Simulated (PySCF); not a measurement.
# Telling isomers of C$_{11}$H$_{10}$ apart by NMR

In vacuum, a single conformation, fast rotation and ring inversion assumed for equivalent nuclei, non-relativistic Hamiltonian. PBE0/pcSseg-1 with gauge-including orbitals; structure optimised with GFN2-xTB; PySCF 2.14.0 with density-fitted response routines.

Chemical shifts δ = σref − σ; ¹H (σ = 31.72 ppm) and ¹³C (σ = 186.93 ppm) against TMS, all at this level. Where no couplings were computed, multiplicities follow the n + 1 count of equivalent neighbours, and m marks all less simple cases (inequivalent or close neighbours, rings, F or P nearby). Shifts are as computed. Against solution values, carbons near 30 ppm lie about +3 ppm off and those near 130 ppm about +5 ppm. Of 1211 compounds with measured shifts, 218 miss one by over three times the rms of a fit or turn the order of signals round; such compounds aren't used in these exercises.

(1) Tabulate the signals of `C#CC1=C(C=C)[C@@H]2C=C[C@H]1C2`, `Cc1ccc2ccccc2c1`, `C#Cc1c(C)ccc2c1CC2`, `C1=CCC(c2ccccc2)=C1`, `C1=C[C@H]2C[C@@H]1c1ccccc12` and their relative energies.

(2) What is the quickest way to tell Cc1ccc2ccccc2c1 from C#Cc1c(C)ccc2c1CC2?

(3) What is the quickest way to tell C#Cc1c(C)ccc2c1CC2 from C1=C[C@H]2C[C@@H]1c1ccccc12?

(4) What is the quickest way to tell C#CC1=C(C=C)[C@@H]2C=C[C@H]1C2 from Cc1ccc2ccccc2c1?

## Answers

(1) 
| SMILES | carbon types | δC | δH | E rel. (kcal/mol) |
| --- | --- | --- | --- | --- |
| C#CC1=C(C=C)[C@@H]2C=C[C@H]1C2 | 3×C 6×CH 2×CH2 | 172.9, 153.6, 150.2, 142.1, 138.5, 119.5, 104.3, 84.1, 75.8, 60.0, 52.1 | 7.33 (m, 1H), 7.18 (m, 1H), 7.06 (m, 1H), 5.57 (m, 1H), 5.50 (m, 1H), 3.84 (s, 1H), 3.71 (m, 1H), 3.49 (m, 1H), 2.21 (m, 1H), 2.10 (m, 1H) | 105.9 |
| Cc1ccc2ccccc2c1 | 3×C 7×CH 1×CH3 | 141.1, 137.6, 135.5, 134.0, 133.7, 133.2, 132.9, 132.7, 131.6, 130.6, 24.8 | 8.10 (d, 1H), 8.10 (d, 1H), 8.07 (d, 1H), 7.92 (s, 1H), 7.81 (m, 1H), 7.78 (m, 1H), 7.72 (d, 1H), 2.70 (s, 3H) | 0.0 |
| C#Cc1c(C)ccc2c1CC2 | 5×C 3×CH 2×CH2 1×CH3 | 156.0, 148.2, 146.6, 132.4, 127.9, 120.7, 95.8, 84.5, 30.3, 29.2, 25.1 | 7.37 (m, 1H), 7.22 (m, 1H), 3.34 (m, 2H), 3.21 (s, 1H), 3.17 (m, 2H), 2.59 (s, 3H) | 73.0 |
| C1=CCC(c2ccccc2)=C1 | 2×C 8×CH 1×CH2 | 154.7, 141.1, 141.1, 140.2, 134.3, 134.2, 131.9, 129.4, 44.4 | 7.87 (d, 2H), 7.58 (m, 2H), 7.38 (t, 1H), 7.37 (d, 1H), 6.90 (m, 1H), 6.69 (m, 1H), 3.38 (m, 2H) | 28.7 |
| C1=C[C@H]2C[C@@H]1c1ccccc12 | 2×C 8×CH 1×CH2 | 158.9, 153.4, 129.4, 127.0, 75.5, 54.0 | 7.54 (d, 2H), 7.20 (m, 2H), 7.15 (m, 2H), 3.70 (m, 2H), 2.45 (m, 1H), 2.30 (m, 1H) | 34.2 |

Energies are electronic energies at PBE0/pcSseg-1 on these geometries, without zero-point or thermal terms, each for the one conformer computed, which needn't be the lowest.

(2) Both give the same number of carbon signals, but DEPT or the intensities differ. The first has a ring-fusion aromatic carbon (C) at 135.5 ppm, the second an sp3 CH2 on an aromatic ring at 30.3 ppm. Their most deshielded carbons lie at 141.1 and 156.0 ppm. In the proton spectra the most deshielded non-exchanging signals are 8.10 (d, 1H) and 7.37 (m, 1H).

(3) Count the carbon signals: 11 against 6. The first has an alkyne carbon (C) at 84.5 ppm, the second an sp3 CH2 in a ring at 75.5 ppm. Their most deshielded carbons lie at 156.0 and 158.9 ppm.

(4) Both give the same number of carbon signals, but DEPT or the intensities differ. The first has a terminal =CH2 carbon at 119.5 ppm, the second a methyl carbon on an aromatic ring (CH3) at 24.8 ppm. Their most deshielded carbons lie at 172.9 and 141.1 ppm. In the proton spectra the most deshielded non-exchanging signals are 7.33 (m, 1H) and 8.10 (d, 1H).
